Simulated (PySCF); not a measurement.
**Mayer bond orders and bond lengths**

Species: 2,1,3-benzothiadiazole, C6H4N2S.
Atom-mapped SMILES: `[cH:1]1[cH:2][cH:3][c:4]2[n:5][s:6][n:7][c:8]2[cH:9]1` (hydrogens: H10 on C1; H11 on C2; H12 on C3; H13 on C9)

Geometry (GFN2-xTB, Å), atoms numbered from 1 in this order:
```
atom  x, y, z in Å
C1    -1.4314    0.8078    0.1527
C2    -1.5350   -0.5990    0.1015
C3    -0.4340   -1.3989   -0.0231
C4     0.8245   -0.7794   -0.1029
N5     2.0173   -1.3644   -0.2278
S6     3.1446   -0.2214   -0.2766
N7     2.1961    1.0678   -0.1434
C8     0.9300    0.6560   -0.0529
C9    -0.2249    1.4454    0.0789
H10   -2.3365    1.3879    0.2541
H11   -2.5159   -1.0463    0.1637
H12   -0.5030   -2.4742   -0.0608
H13   -0.1361    2.5191    0.1188
```

Bond orders from the PBE0/pcSseg-1 density (PySCF). Isolated species at its GFN2-xTB geometry, gas phase.

Q: Where do the orders between heavy atoms depart from those drawn in the SMILES?

A: The largest departure is 0.409, at C8–C4 (drawn aromatic, 1.091), counting aromatic bonds as 1.5. The bonds drawn aromatic range from 1.09 to 1.59.

Q: Set the Mayer orders of the bonds between heavy atoms beside their lengths.

A: 
```tsv
bond	drawn as	length (Å)	Mayer order
C1–C2	aromatic	1.411	1.273
C2–C3	aromatic	1.367	1.591
C3–C4	aromatic	1.405	1.247
C4–N5	aromatic	1.334	1.422
N5–S6	aromatic	1.606	1.289
S6–N7	aromatic	1.606	1.289
N7–C8	aromatic	1.334	1.421
C8–C9	aromatic	1.405	1.247
C9–C1	aromatic	1.367	1.591
C8–C4	aromatic	1.440	1.091
```

Bonds between the same two heavy elements. C–C: lowest C8–C4 (1.091, 1.440 Å), highest C2–C3 and C9–C1 (1.591, 1.367 Å); in 2 of the 15 pairs the longer bond (by over 0.003 Å) has the higher order (by 0.02 or more). C–N: all 2 within 0.02 of one another (1.421 to 1.422). N–S: all 2 within 0.02 of one another (1.289 to 1.289). Bonds named together lie within 0.004.

Q: And the bonds to hydrogen?

A: C–H: 0.95 to 0.96 (4 bonds).

Q: Sum the orders of all bonds at each heavy atom with more than one neighbour and set the sums beside the valence in the SMILES.

A: C1 3.823 (drawn 4), C2 3.823 (drawn 4), C3 3.785 (drawn 4), C4 3.760 (drawn 4), N5 2.711 (drawn 3), S6 2.578 (drawn 2), N7 2.710 (drawn 3), C8 3.759 (drawn 4), C9 3.785 (drawn 4). Orders between atoms that aren't bonded are not in these sums.

The Mayer order sums products of elements of PS (density times overlap matrix) between the two atoms' basis functions, so it depends on the basis set.
